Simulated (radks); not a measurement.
Results of a calculation; reference values are marked as such.
Q: The mean radii <r> (bohr) of the occupied orbitals of an atom or ion are listed with their occupations. Code: a radial shooting solver on a logarithmic mesh with Libxc functionals. Model: scalar-relativistic Kohn-Sham, PW91, spin-polarised, spherical densities, point nucleus.

| orbital | occ. | <r> |
|---|---|---|
| 1s up | 1 | 0.02781 |
| 1s down | 1 | 0.02781 |
| 2s up | 1 | 0.1198 |
| 2s down | 1 | 0.1198 |
| 2p up | 3 | 0.1048 |
| 2p down | 3 | 0.1047 |
| 3s up | 1 | 0.3221 |
| 3s down | 1 | 0.3220 |
| 3p up | 3 | 0.3201 |
| 3p down | 3 | 0.3201 |
| 3d up | 5 | 0.2966 |
| 3d down | 5 | 0.2965 |
| 4s up | 1 | 0.7566 |
| 4s down | 1 | 0.7564 |
| 4p up | 3 | 0.8078 |
| 4p down | 3 | 0.8074 |
| 4d up | 5 | 0.9281 |
| 4d down | 3 | 0.9259 |
| 5s up | 1 | 1.823 |
| 5s down | 1 | 1.832 |
| 5p up | 3 | 2.093 |
| 6p up | 2 | 5.119 |

Name the element and its charge. Open shells, if any, are filled with parallel spins first.

A: Z = 52, tellurium, charge +1: Te+ in [Kr] 4d8 5s2 5p3 6p2. The 1s radius gives Z: for a bare nucleus <r> = (2 gamma + 1)/(2Z) with gamma = sqrt(1 - (Z/c)^2), 0.02741 bohr for Z = 52, and screening makes it slightly larger (0.02781 here). The occupations add up to 51, and the charge is Z minus that.
